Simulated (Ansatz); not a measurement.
**Abstraction of F: C2H2F2 + C3H4B → C2H2F + C3H4BF**

Species: C2H2F2 (vinylidene fluoride) `C=C(F)F`, singlet; C3H4B `C#C[B]C`, doublet; C2H2F `C=[C]F`, doublet; C3H4BF `C#CB(C)F`, singlet. A radical takes F: the energy is the difference in strength between the C–F bond broken and the B–F bond made.

Shapes, held fixed at every level: PBE0-D4/def2-TZVP. Programs: Ansatz 0.2.0. The zero-point and thermal change to 298 K, harmonic and unscaled (PBE0-D4/def2-TZVP), is +1.1 kJ/mol.

Question: Estimate ΔH(298 K) of this reaction.

Answer: B2PLYP/def2-TZVPP gives ΔH(298 K) = -145.6 kJ/mol; the levels span -170.0 to -121.8. The median of the levels is -143.8. No measured value is set beside it here. Spin contamination: C3H4B (⟨S²⟩ up to 0.91), C2H2F (⟨S²⟩ up to 0.93). Open shells run unrestricted unless RO is named.

| level | kind | ΔH(298 K) (kJ/mol) |
| --- | --- | --- |
| HF/def2-SVP | Hartree–Fock | -170.0 |
| HF/def2-TZVPP | Hartree–Fock | -169.5 |
| PBE-D4/def2-TZVPP | GGA | -121.8 |
| BHLYP-D4/def2-TZVPP | global hybrid | -147.1 |
| r2SCAN0-D4/def2-TZVPP | global hybrid | -135.9 |
| wB97M-V/def2-TZVPP | range-separated hybrid | -141.9 |
| wB97X-V/def2-TZVPP | range-separated hybrid | -141.9 |
| B2PLYP/def2-TZVPP | double hybrid | -145.6 |
